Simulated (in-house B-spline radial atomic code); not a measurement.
Configurations of Ag, with energies counted from [Kr] 4d10 5s1. Computed with a radial B-spline atomic code at the basis-set limit: scalar-relativistic (X2C) PBE0, spin-polarised, spherical fractional occupations, Fermi nucleus of rms radius 4.5454 fm. Caution: exact exchange at fractional occupations of open shells leaves self-interaction of up to several eV. Shells without spins written out take the highest spin.

Occupations are held fixed; configurations that lie above the ionisation limit could autoionise.

```tsv
configuration	E - E(ref) (eV)	highest orbital	its <r> (bohr)
[Kr] 4d10 5p1	4.1365	5p up	5.039
[Kr] 4d10 6d1	6.7488	6d up	20.7
[Kr] 4d9 5s1 5p1	9.7648	5p up	4.166
[Kr] 4d9 5s1 5d1	12.849	5d up	10.49
[Kr] 4d9 5s1 6f1	13.912	6f up	45.81
[Ar] 3d10 4s2 4p5 4d10 5s1 5p1	63.721	5p up	4.161
[Ar] 3d10 4s2 4p(3 up, 2 down) 4d10 5s(0 up, 1 down) 6d(0 up, 1 down)	67.397	6d down	19.62
```

Q: Order these further configurations by energy, lowest first.
A. [Kr] 4d10 6f1
B. [Ar] 3d(5 up, 4 down) 4s2 4p6 4d10 4f(0 up, 1 down) 5s(0 up, 1 down)
C. [Kr] 4d10 6p1
D. [Ar] 3d10 4s2 4p5 4d10 5s1 5d1
E. [Kr] 4d10 5f(1 up, 0 down)

A: C (5.993 eV), E (7.0637 eV), A (7.2192 eV), D (66.799 eV), B (381.87 eV).

Q: How far above the reference does [Ar] 3d9 4s2 4p6 4d10 5s1 6s1 lie?

A: 379.96 eV; its least bound orbital is 6s up with <r> = 8.153 bohr.

Q: How far above the reference does [Ar] 3d10 4s2 4p(3 up, 2 down) 4d10 5s(1 up, 0 down) 5f(0 up, 1 down) lie?

A: 67.711 eV; its least bound orbital is 5f down with <r> = 30.86 bohr.
